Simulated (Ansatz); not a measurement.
C3H5NOSi, SMILES N#CC[SiH2]C=O.

The structure is a stationary point at B3LYP-D3(BJ)/def2-SVP. The structure was generated by enumeration, and PubChem lists no compound with its InChIKey, so it may never have been made. Other conformers were not sampled.

Two levels are set side by side: PBE/def2-TZVPD (Ansatz, a first-principles code) and CAM-B3LYP/def2-TZVPD (Ansatz). Energy differences of separate SCF runs at the same geometry; the states with an electron removed or added have multiplicity 2 and 2. Differences are taken from unrounded values.

```
quantity                           CAM-B3LYP
---------------------------------  ---------
vertical ionisation energy (eV)        10.01
vertical singlet–triplet gap (eV)       2.54
```

Q: What does PBE give, and how far is it from CAM-B3LYP? (The exact figures need the calculation; the answer reports its results.)

A: 
```
quantity                            PBE  PBE minus CAM-B3LYP
---------------------------------  ----  -------------------
vertical ionisation energy (eV)    9.41                -0.60
vertical singlet–triplet gap (eV)  2.46                -0.08
```
